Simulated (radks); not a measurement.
Effect of the nuclear size on the tantalum ion Ta2+, [Xe] 4f14 5d3. Calculated with a radial shooting solver on a logarithmic mesh with Libxc functionals: Dirac Kohn-Sham, exchange-only LDA, spin-unpolarised, spherical densities, finite nucleus; open shells fill j = l - 1/2 first; Fermi nuclear charge, rms radius 5.3507 fm. The rms radius is varied about that value; shifts are against it.

rms radius (fm)  total energy shift (eV)  density at nucleus (e/bohr^3)  1s1/2 shift (meV)  2s1/2 shift (meV)  5s1/2 shift (meV)  6s1/2 (empty) shift (meV)  5d3/2 shift (meV)
4.4946                             -15.8                      1.386e+06              -6430               -897              -8.33                      -1.10              0.099
5.1688                             -3.51                      1.322e+06              -1430               -199              -1.85                     -0.244              0.022
5.3507                                 0                      1.307e+06              0.000              0.000              0.000                      0.000              0.000
5.5219                              3.38                      1.293e+06               1370                192               1.78                      0.235             -0.021
6.2603                              18.8                       1.24e+06               7620               1060               9.88                       1.30             -0.117

Slopes of the eigenvalues against <r^2> in GHz/fm^2, as finite differences over the two radii next to the reference (eigenvalue slopes, not the field-shift constants of lines): 1s1/2 179000, 2s1/2 25100, 5s1/2 233, 6s1/2 (empty) 30.7, 5d3/2 -2.75.
